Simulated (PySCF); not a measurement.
Q: Write Cartesian coordinates for `F[C@H]1COB(Br)O1` as optimised with PBE0-D3(BJ)/def2-SVP.

A: 
```xyz
10
C2H3BBrFO2 angstrom
F     -1.1214   -1.2734    1.0581
C     -0.7248   -0.6773   -0.0993
C     -0.5903    0.8372    0.1037
O      0.8029    1.0670    0.2276
B      1.4243   -0.0891   -0.1070
Br     3.3102   -0.2844   -0.1776
O      0.5615   -1.1089   -0.4142
H     -1.4275   -0.9840   -0.8902
H     -1.1148    1.1465    1.0193
H     -0.9838    1.4093   -0.7512
```

Any rigid rotation of these coordinates is as good. Atoms count from 1 in this order. The 5-membered ring C2–C3–O4–B5–O7 has internal angles of 104.8° to 113.7° (sum 538°, against 540° for a flat polygon); it is slightly puckered (a soft mode that the optimisation may not have finished), 0.06 Å rms from its mean plane, widest ring torsion 15°. O7 (boron-bound oxygen) is bent (angle 107.5°). The C–O distances run from 1.393 Å (C2–O7, drawn single) to 1.417 Å (C3–O4, drawn single), a spread of 0.024 Å. B5 (three-coordinate boron) is planar (angles 123.6°, 122.7° and 113.7°, sum 360.0°, 0.01 Å off the plane of its three neighbours).

Bonds between heavy atoms (Å): F1–C2 1.361, C2–C3 1.534, C3–O4 1.417, O4–B5 1.354, B5–Br6 1.897, B5–O7 1.371, C2–O7 1.393.

The calculation used PBE0-D3(BJ)/def2-SVP geometry optimisation, gas phase in PySCF 2.14.0.

Point group: C1 (no symmetry element, even within 0.4 Å). No frequency check. One conformer, not necessarily the lowest (F1–C2–C3–O4 102°, C2–C3–O4–B5 10°, C3–O4–B5–Br6 177°, O4–B5–O7–C2 -8°).
